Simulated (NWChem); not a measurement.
Molecule: SiH4SO2; SMILES O[SiH](O)S

```xyz
8

Si     0.0125    -0.4610    -0.3714
O      1.2576    -1.3298     0.2677
O     -1.4011    -1.0482     0.2574
S      0.0415     1.6275     0.1389
H      0.1519    -0.6267    -1.8377
H      1.3296    -1.3401     1.2276
H     -2.1965    -0.5241     0.1254
H      1.0237     1.9285    -0.7385
```
Atoms are numbered in this order, from 1.

All runs: NWChem. The geometry was optimised at PBE0/def2-SVP. LC-ωPBE (HJS hole) with def2-SVP; x = 1 − exp(−ω/0.25 bohr⁻¹) is a scale chosen for this fit.

| row | x | −ε(HOMO) (eV) |
|---|---|---|
| ω = 0.10 | 0.330 | 7.64 |
| ω = 0.15 | 0.451 | 8.29 |
| ω = 0.25 | 0.632 | 9.32 |
| ω = 0.60 | 0.909 | 11.03 |
| ω = 0.80 | 0.959 | withheld |

Task: Fit a straight line of the last column on the one before it, predict the withheld value, and compare with the run.

Result: 
1. Means of the 4 shown rows: x = 0.5805, y = 9.070. Slope Σ(x − x̄)(y − ȳ)/Σ(x − x̄)² = 1.116/0.1901 = 5.871; intercept 5.662.
2. The shown rows scatter about the line by 0.038 (root mean square); the largest residual is -0.05, at ω = 0.25.
3. At x = 0.959 (ω = 0.80; beyond the shown range) the line gives 11.29.
4. The run gives 11.34, +0.05 from the line, 1.3 times the scatter.
